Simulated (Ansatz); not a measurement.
Sr3Te3⁻. Charge -1, multiplicity 2. Geometry PBE-D4/def2-SVP, that of the neutral singlet; atoms count from 1.

| atom | x (Å) | y (Å) | z (Å) |
| --- | --- | --- | --- |
| Sr1 | -0.580 | -1.664 | 2.054 |
| Sr2 | 2.504 | 1.006 | -0.266 |
| Sr3 | -1.921 | 0.661 | -1.787 |
| Te4 | 2.336 | -0.814 | 2.163 |
| Te5 | -3.040 | -1.219 | 0.324 |
| Te6 | 0.701 | 2.030 | -2.489 |

In the def2 sets Sr, Te take a core potential; there is no spin–orbit coupling. The structure comes from a short search, and lower isomers may exist.

(1) Estimate the Mulliken populations from the PBE0/def2-TZVPD orbitals of Ansatz.

(2) Where does the spin sit?

(3) And the Mayer bond orders between bonded heavy atoms (over 0.3)?

Results:

(1) 
| atom | charge (e) | spin (α − β) |
| --- | --- | --- |
| Sr1 | 0.62 | 0.42 |
| Sr2 | 0.62 | 0.42 |
| Sr3 | 0.62 | 0.42 |
| Te4 | -0.95 | -0.09 |
| Te5 | -0.95 | -0.09 |
| Te6 | -0.95 | -0.09 |
Mulliken values and Mayer orders depend strongly on the basis. With diffuse functions, as here, like atoms can get unlike values, and bond orders can come out too low or too high.

(2) Summed by element: Sr 1.26, Te -0.26, of 1 unpaired in all. Largest on single atoms: Sr1 0.42, Sr3 0.42, Sr2 0.42.

(3) Sr1–Sr2 0.43 (4.69 Å); Sr1–Sr3 0.43 (4.69 Å); Sr1–Te4 0.63 (3.04 Å); Sr1–Te5 0.63 (3.04 Å); Sr2–Sr3 0.43 (4.69 Å); Sr2–Te4 0.63 (3.04 Å); Sr2–Te6 0.63 (3.04 Å); Sr3–Te5 0.63 (3.04 Å); Sr3–Te6 0.63 (3.04 Å).
